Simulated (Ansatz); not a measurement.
Job for Ansatz (a program for electronic structure): R-wB97M-V/def2-TZVPPD on C2H2F2O (a complex), monomers drawn apart or pushed together. Files ending in .json are basis or fitting sets from the Basis Set Exchange.

Ansatz 0.2 input:
```yaml
crystal:
  periodic: [false, false, false]
  atoms:
    - {symbol: C, position_ang: [-0.17680255, -0.23297362, 0.83872773]}
    - {symbol: O, position_ang: [0.38232172, 0.22978168, -0.01998631]}
    - {symbol: F, position_ang: [1.51746442, 0.06890440, 5.03785387]}
    - {symbol: C, position_ang: [0.28874839, 0.46887957, 5.47147203]}
    - {symbol: F, position_ang: [0.02509801, 1.69568412, 4.93930069]}
    - {symbol: H, position_ang: [0.31496499, 0.55879747, 6.55853038]}
    - {symbol: H, position_ang: [-0.45706589, -0.23740865, 5.10668432]}
basis:
  gaussian:
    orbitals: def2-TZVPPD.json
hamiltonian:
  xc: {name: wB97M-V}
scf: {lower_state_search: off}
```

The head of its log:

```
WARN ansatz: RAYON_NUM_THREADS=1 ignored (pool sized by the plan → 1); use --threads N
Functional definition: wB97M-V
these checks for a lower state are left out or cut short: stability, starts, cluster_reference, orbital_swaps, neighbouring_geometries, increment
integrals: 0.15 GiB planned
1044 factors; their error is unknown
integrals: 0.18 GiB planned
302 factors; integrals over basis functions are off by at most 4.0e-5 eV
mean field: 1.34 GiB planned
mean field evaluation 1: about -9585.4231 eV, gradient 4.4e1 eV
mean field evaluation 2: about -9583.9773 eV, gradient 5.6e1 eV
```

Problem. Predict the final total energy.

Solution. -352.3651 hartree.
